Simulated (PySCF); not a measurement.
**Steps of a relaxation of [Gd(PH3)2]3+**

[Gd(PH3)2]3+ (singlet in the valence; each metal's 4f electrons, 7 of them, lie in its core potential, out of spins and levels). PySCF 2.14.0, RKS TPSS, Gd lcecp-1-SVP with ECP53, P def2-SVP, H def2-SVP; non-relativistic Hamiltonian with scalar-relativistic core potentials where named; density fitting; no spin-orbit coupling. Origin of the start: displaced along the imaginary mode. Columns: position (Å) and force (eV/Å). Energies are counted from the last step; some of the 15 steps are shown. Forces carry noise of the integration grid, about 0.01 to 0.03 eV/Å.

Run from Python with OMP_NUM_THREADS=2. Where DIIS fails, smearing, a level shift and second-order steps follow.
It took 82 s on 2 threads of Arm Neoverse V1, on a shared host, from the converged density of the start.

```xyz
9
step 0  E = 0.432 eV
Gd   -0.1056   -0.0027    0.0000    -0.33   -0.01    0.00
P     0.2451    0.0064    3.0375     0.11    0.00   -0.08
H     1.5460    0.0064    3.6078     0.03    0.00   -0.05
H    -0.4019    1.1275    3.6302     0.01    0.00   -0.02
H    -0.4019   -1.1146    3.6309     0.01    0.00   -0.02
P     0.2451    0.0064   -3.0375     0.11    0.00    0.08
H     1.5460    0.0064   -3.6078     0.03    0.00    0.05
H    -0.4019   -1.1146   -3.6309     0.01    0.00    0.02
H    -0.4019    1.1275   -3.6302     0.01    0.00    0.02
```

```xyz
9
step 5  E = 0.120 eV
Gd   -0.9670   -0.0175    0.0000     0.25    0.00    0.00
P     0.2474    0.0061    2.8209    -0.03   -0.01   -0.07
H     1.6601    0.0083    3.0481    -0.19    0.00   -0.17
H    -0.2456    1.1332    3.5431     0.04   -0.06   -0.05
H    -0.2439   -1.1145    3.5549     0.05    0.06   -0.05
P     0.2474    0.0061   -2.8209    -0.03   -0.01    0.07
H     1.6601    0.0083   -3.0481    -0.19    0.00    0.17
H    -0.2439   -1.1145   -3.5549     0.05    0.06    0.05
H    -0.2456    1.1332   -3.5431     0.04   -0.06    0.05
```

```xyz
9
step 9  E = 0.009 eV
Gd   -1.3312   -0.0384    0.0000     0.01    0.00    0.00
P     0.2085    0.0057    2.5329     0.09   -0.01    0.17
H     1.6356    0.0066    2.4469    -0.18    0.00   -0.04
H    -0.1235    1.1418    3.3289     0.04   -0.04   -0.05
H    -0.1205   -1.1106    3.3584     0.04    0.05   -0.05
P     0.2085    0.0057   -2.5329     0.09   -0.01   -0.17
H     1.6356    0.0066   -2.4469    -0.18    0.00    0.04
H    -0.1205   -1.1106   -3.3584     0.04    0.05    0.05
H    -0.1235    1.1418   -3.3289     0.04   -0.04    0.05
```

Where does the relaxation end?

It converges at step 14 in nearly C2v:
```xyz
9
step 14  E = 0
Gd   -1.4091   -0.0334    0.0000
P     0.1904    0.0045    2.5059
H     1.5980    0.0069    2.3104
H    -0.0788    1.1448    3.3128
H    -0.0707   -1.1153    3.3435
P     0.1904    0.0045   -2.5059
H     1.5980    0.0069   -2.3104
H    -0.0707   -1.1153   -3.3435
H    -0.0788    1.1448   -3.3128
```

How did the contacts change?


```json
{"contact": "Gd1–P2 (PH3)", "start (Å)": "3.058", "end (Å)": "2.973"}
{"contact": "Gd1–P6 (PH3)", "start (Å)": "3.058", "end (Å)": "2.973"}
```


No frequency check is given that shows the relaxed geometry to be a minimum. An lcecp potential fixes the number of 4f electrons, so in runs with it no electron can move into or out of that shell.
